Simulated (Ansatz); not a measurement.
`[SiH3]OBCl` + `[ZnH2]` → `Cl[BH][ZnH]` + `O[SiH3]`  (formal exchange of groups at a B–O bond)

Calculated with Ansatz (gas phase, PBE0-D4/def2-TZVP geometries, no zero-point term in ΔE). CCSD(T)/CBS is the MP2 limit (def2-TZVPP, def2-QZVPP) plus CCSD(T) − MP2 in def2-TZVPP, frozen cores. This one scheme is used for every species. Functionals use def2-TZVPP. B3LYP here is the variant with VWN-RPA as its local correlation; programs differ in this. HSE06 is defined as in plane-wave codes. For Zn outer-core shells are correlated without core-valence functions, which leaves a few kJ/mol of doubt a bond. Scalar relativity is left out up to krypton. Each species was taken in one conformer, which may not be the lowest.

```
             level  ΔE (kcal/mol)  difference from CCSD(T)/CBS
       LDA (SPW92)           40.7                          1.7
            PBE-D4           38.1                         -0.9
         revPBE-D4           38.3                         -0.7
           BLYP-D4           40.4                          1.4
         r2SCAN-D4           40.7                          1.7
            B97M-V           43.1                          4.1
           PBE0-D4           39.1                          0.1
          B3LYP-D4           41.1                          2.1
        r2SCANh-D4           40.9                          1.9
          HSE06-D4           39.0                          0.0
          BHLYP-D4           42.6                          3.6
      CAM-B3LYP-D4           42.1                          3.1
           ωB97X-V           40.2                          1.2
           ωB97M-V           40.6                          1.6
            B2PLYP           40.4                          1.4
               PBE           37.2                         -1.8
            revPBE           35.8                         -3.2
              BLYP           38.5                         -0.5
            r2SCAN           40.5                          1.5
              PBE0           38.3                         -0.7
           r2SCANh           40.6                          1.6
           r2SCAN0           40.8                          1.8
             BHLYP           41.5                          2.5
         CAM-B3LYP           41.3                          2.3
           LC-ωPBE           39.0                          0.0
RPA@PBE/def2-TZVPP           39.0                          0.0
       HF/def2-SVP           45.7                          6.7
      MP2/def2-SVP           44.8                          5.8
     CCSD/def2-SVP           43.5                          4.5
  CCSD(T)/def2-SVP           43.5                          4.5
     HF/def2-TZVPP           43.2                          4.2
    MP2/def2-TZVPP           40.6                          1.6
SCS-MP2/def2-TZVPP           40.7                          1.7
   CCSD/def2-TZVPP           40.1                          1.1
CCSD(T)/def2-TZVPP           40.0                          1.0
     HF/def2-QZVPP           43.3                          4.3
    MP2/def2-QZVPP           40.1                          1.1
SCS-MP2/def2-QZVPP           40.2                          1.2
     MP2/CBS(def2)           39.6                          0.6
    CCSD/CBS(def2)           39.1                          0.1
       CCSD(T)/CBS           39.0                            0
```

Largest T1 diagnostic among the species: 0.016.

At CCSD(T), def2-SVP lies +4.6 kcal/mol from the extrapolated value and def2-TZVPP +1.0 kcal/mol. Leaving LDA and LC-ωPBE aside and taking each functional with its dispersion term where it has one, the values spread over 5.0 kcal/mol, from PBE-D4 to B97M-V. LDA lies +3.5 kcal/mol from PBE without D4.
